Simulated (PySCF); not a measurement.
Assignment exercise: C₆H₈ClPSi

Numbering as in the mapped SMILES `[SiH3:1][PH:2][c:3]1[cH:4][cH:5][c:6]([Cl:7])[cH:8][cH:9]1`. Each H is labelled by its parent atom.

PySCF 2.14 calculation with GIAO PBE0/pcSseg-1 shieldings and geometry: GFN2-xTB; fast rotation and ring inversion assumed for equivalent nuclei, gas phase, relativity neglected, a single conformation.

δ = σ(ref) − σ, references computed at the same level: 13C (σref 186.93) and 1H (σref 31.72) vs TMS.

(1) Assign these signals to the numbered atoms. 13C{1H} NMR (computed): δ 144.8 (C), 139.0 (CH), 138.4 (C), 135.1 (CH).

(2) Assign these signals to the numbered atoms. 1H NMR (400 MHz, computed): δ 7.64 (m, 2H), 7.49 (m, 2H), 4.04 (m, 3H), 3.37 (m, 1H).

Answers

(1) 
| δ (ppm) | atoms | environment | reason |
| --- | --- | --- | --- |
| 144.8 | C6 | aromatic carbon bearing chlorine | – |
| 139.0 | C4/C9 | aromatic CH | the aromatic region |
| 138.4 | C3 | substituted aromatic carbon | – |
| 135.1 | C5/C8 | aromatic CH | the aromatic region |

C4/C9 and C3 lie closer than the usual error of such a calculation, so a measured spectrum could show them in the other order.

(2) 
7.64 → H(C4)/H(C9), hydrogen on an aromatic CH: ring-current deshielding
7.49 → H(C5)/H(C8), hydrogen on an aromatic CH
4.04 → H(Si1), hydrogen on a silicon bonded to P
3.37 → H(P2), hydrogen on a phosphorus bonded to C, Si

Carbons that carry Cl, above all several Cl atoms, come out too deshielded, partly because spin–orbit coupling is missing. Splittings by 31P in the carbon and heteronuclear signals aren't shown, as no couplings were computed. Shifts are as computed. Against solution values, carbons near 30 ppm lie about +3 ppm off and those near 130 ppm about +5 ppm; carbons on Cl a further +6 ppm. Of 1211 compounds with measured shifts, 218 miss one by over three times the rms of a fit or turn the order of signals round; such compounds aren't used in these exercises. No couplings were computed; multiplicities are counted from neighbouring protons, with m where these are inequivalent, close in shift, in a saturated or five-membered ring or joined by F or P, and br s for small geminal =CH2 splittings.
